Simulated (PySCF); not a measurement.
Below is a simulated gas-phase Si 2p photoelectron spectrum of n-SiSiGeSiSiH12, GeH12Si4.

Every computed line was given a Gaussian of 0.7 eV full width at half maximum and an area set by the number of equivalent atoms (split 2:1 within a doublet); the highest printed point is 100. Computed, not measured: PySCF 2.14.0, delta-SCF UKS SCAN, pcX-2 on the ionised atom, pcseg-1 elsewhere, spin-free X2C.

| binding energy (eV) | intensity |
| --- | --- |
| 105.2 | 0 |
| 105.3 | 1 |
| 105.4 | 2 |
| 105.5 | 5 |
| 105.6 | 9 |
| 105.7 | 18 |
| 105.8 | 29 |
| 105.9 | 44 |
| 106.0 | 61 |
| 106.1 | 77 |
| 106.2 | 90 |
| 106.3 | 98 |
| 106.4 | 100 |
| 106.5 | 97 |
| 106.6 | 90 |
| 106.7 | 82 |
| 106.8 | 73 |
| 106.9 | 64 |
| 107.0 | 54 |
| 107.1 | 45 |
| 107.2 | 35 |
| 107.3 | 26 |
| 107.4 | 17 |
| 107.5 | 11 |
| 107.6 | 6 |
| 107.7 | 3 |
| 107.8 | 1 |
| 107.9 | 1 |
| 108.0 | 0 |
| 108.1 | 0 |

How many maxima does the curve show, and how many computed lines lie under it?

The curve has 1 maximum (at 106.4 eV). Under it lie 4 lines from 2 inequivalent silicon sites, each drawn as a 2p3/2, 2p1/2 pair. At this width some lines have no maximum of their own.

Decompose the envelope and assign each component. Bonds: Si1–Si2, Si2–Ge3, Ge3–Si4, Si4–Si5. Hydrogens: H6, H7, H8 on Si1; H9, H10 on Si2; H11, H12 on Ge3; H13, H14 on Si4; H15, H16, H17 on Si5.

```
position (eV)  relative area      line    atoms                       environment
       106.16           1.33  Si 2p3/2  Si2/Si4  silicon bonded to Ge, Si and 2 H
       106.45           1.33  Si 2p3/2  Si1/Si5      silicon bonded to Si and 3 H
       106.78           0.67  Si 2p1/2  Si2/Si4  silicon bonded to Ge, Si and 2 H
       107.08           0.67  Si 2p1/2  Si1/Si5      silicon bonded to Si and 3 H
```

What are the centre and the root-mean-square width of the whole band?

The area-weighted mean of the lines is 106.51 eV. Their own spread about it is 0.33 eV (rms) and each Gaussian has σ = 0.7/2.355 = 0.30 eV; the variances add, which gives 0.44 eV.

The listed Si 2p3/2 values span 0.29 eV, from Si2/Si4 (bonded to 2 H, Ge and Si) to Si1/Si5 (bonded to 3 H and Si).

No satellites, vibrations or lifetime broadening are included. Topologically equivalent atoms share the value of their first member; where this conformer doesn't relate them by symmetry, their own values could differ. Spin–orbit and ligand-field terms were added within each 2p shell after the spin-free SCF. 2p1/2 minus 2p3/2 (ligand field included): Si 0.62 eV. Geometry: PBE0-D3(BJ)/def2-SVP, one conformer, isolated molecule.
